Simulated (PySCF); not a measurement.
Structure problem from calculated spectra and properties.

Formula: C5H7O2; charge +1.

* UV, first state: lowest singlet excitation: 4.19 eV (296 nm, f = 0.001) [TDDFT PBE0/def2-SVPD]
* UV, strongest line: among the 6 lowest singlet transitions: S4 at 5.19 eV (239 nm, f = 0.095) [TDDFT PBE0/def2-SVPD]
* Triplet: lowest triplet excitation (Tamm–Dancoff): 3.61 eV [TDA PBE0/def2-SVPD]
* Rotational structure: rotational constants A, B, C: 3.673, 2.117, 1.470 GHz [GFN2-xTB]
* 13C NMR: chemical shifts (computed TMS as zero) by class: 163.6 (1 C), 151.1 (1 C), 133.7 (1 C), 77.3 (1 C), 66.9 (1 C) ppm [GIAO PBE0/pcSseg-1]
* 1H NMR: chemical shifts (computed TMS as zero) by class: 7.39 (1 H), 6.97 (1 H), 6.52 (1 H), 5.74 (1 H), 4.41 (3 H) ppm [GIAO PBE0/pcSseg-1]
* NMR, other nuclei: isotropic shieldings of nuclei other than C and H, by class: -55 (1 O), 267 (1 O) ppm [GIAO PBE0/pcSseg-1]
* Polarisability: 64.8 au [PBE0/def2-SVPD]
* Couplings: largest of the computed one-bond spin–spin couplings (means over like bonds): 13C–1H +199.6, 13C–1H +190.5, 13C–1H +182.6, 13C–1H +166.1, 13C–1H +154.9 (×3), 13C–13C +77.6, 13C–13C +50.6, 13C–13C +35.9 Hz [B3LYP/pcJ-1, spin–dipole term left out]

The electronic properties come from PySCF, for the isolated species, density fitting. Levels stand in brackets. NMR shifts are as computed; neighbouring signals can stand in another order in a measured spectrum. Geometry: GFN2-xTB, one conformer, isolated ion. NMR classes are plain means over equivalent atoms (diastereotopic ones count apart unless rotation or inversion swaps them), as if these changed places fast.

Question: Propose a structure and show how it fits.

Answer: Numbering: `[CH2:1]=[CH:2][C@H:3]([C:4]#[O+:5])[O:6][CH3:7]`. 5 carbons fall into 5 classes; from least to most shielded: triply bonded carbon [C4] (163.6 ppm), terminal =CH2 carbon [C1] (151.1 ppm), alkene CH carbon [C2] (133.7 ppm), sp3 carbon bound to oxygen [C3] (77.3 ppm), methoxy carbon [C7] (66.9 ppm). Hydrogen classes from least to most shielded: 1 H on a terminal =CH2 carbon, C1 (7.39 ppm), 1 H on a terminal =CH2 carbon, C1 (6.97 ppm), 1 H on an alkene CH carbon, C2 (6.52 ppm), 1 H on an sp3 carbon bound to oxygen, C3 (5.74 ppm), 3 H on a methoxy carbon, C7 (4.41 ppm, a mean of values up to 0.9 ppm apart in this geometry). The other shieldings belong to: -55 ppm, oxygen bonded to C [O5]; 267 ppm, ether oxygen [O6]. The couplings run between: +199.6 Hz, alkene CH carbon [C2] and its hydrogen; +190.5 Hz, sp3 carbon bound to oxygen [C3] and its hydrogen; +182.6 Hz, terminal =CH2 carbon [C1] and its hydrogen; +166.1 Hz, terminal =CH2 carbon [C1] and its hydrogen; +154.9 Hz, methoxy carbon [C7] and its hydrogen (with 2 like pairs); +77.6 Hz, terminal =CH2 carbon [C1] and alkene CH carbon [C2]; +50.6 Hz, sp3 carbon bound to oxygen [C3] and triply bonded carbon [C4]; +35.9 Hz, alkene CH carbon [C2] and sp3 carbon bound to oxygen [C3]. S1 is mainly HOMO→LUMO (weight 0.94); the largest Löwdin shares of the orbital it empties are 0.34 on the alkene CH carbon, 0.31 on the terminal =CH2 carbon, 0.08 on the ether oxygen and 0.06 on the sp3 carbon bound to oxygen, of the orbital it fills 0.43 on the triply bonded carbon, 0.31 on the oxygen bonded to C, 0.09 on the sp3 carbon bound to oxygen and 0.08 on the ether oxygen. The optimised geometry has point group C1 and is an asymmetric top. Structure: `[O+]#C[C@H](OC)C=C`. Computed isomers that give other values at the same levels: `COc1c[c+]1OC` (rotational constant A: 11.853 GHz; this holds for the one conformer computed). The assignments are read from this structure; whether some other isomer fits the data as well wasn't checked. The mirror image fits equally.

Conformer computed: `[CH2:1]=[CH:2][C@H:3]([C:4]#[O+:5])[O:6][CH3:7]`: C1–C2–C3–C4 -87°, C2–C3–C4–O5 -64°, C2–C3–O6–C7 -156°.
